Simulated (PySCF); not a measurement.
Be (beryllium, neutral) across methods

[He] 2s1 3s1, high-spin 3S determinant (an excited configuration). All numbers are calculated (PySCF 2.14, the non-relativistic Hamiltonian (point nucleus), in dyall-av2z (11s7p2d, 42 functions)).

| method | E (hartree) | mean ε 1s β (eV) | mean ε 2s α (eV) | mean ε 3s α (eV) | Σ⟨r²⟩ (bohr²) | ⟨S²⟩ |
| --- | --- | --- | --- | --- | --- | --- |
| r2SCAN | -14.4298 | -115.26 | -10.546 | -1.730 | 66.96 | 2.000 |
| PBE | -14.4086 | -112.82 | -10.366 | -1.798 | 65.97 | 2.000 |
| LDA | -14.2240 | -111.44 | -10.197 | -1.756 | 65.14 | 2.000 |
| B97-3 | -14.4385 | -119.22 | -11.348 | -2.028 | 65.62 | 2.000 |
| wB97X-V | -14.4325 | -120.54 | -13.581 | -2.793 | 66.49 | 2.000 |
| PBE0 | -14.4152 | -118.50 | -11.395 | -2.090 | 66.29 | 2.000 |
| MN15 | -14.4465 | -118.59 | -11.202 | -1.726 | 61.83 | 2.000 |
| UHF | -14.37663 | -134.74 | -14.116 | -2.709 | 66.95 | 2.000 |

Estimate the same row for BHandHLYP.

E (hartree) = -14.4361; mean ε 1s β (eV) = -124.46; mean ε 2s α (eV) = -12.223; mean ε 3s α (eV) = -2.157; Σ⟨r²⟩ (bohr²) = 66.11; ⟨S²⟩ = 2.000.

The outer electron is Rydberg-like, and this basis confines it to a smaller radius and binds it less than a complete one would.
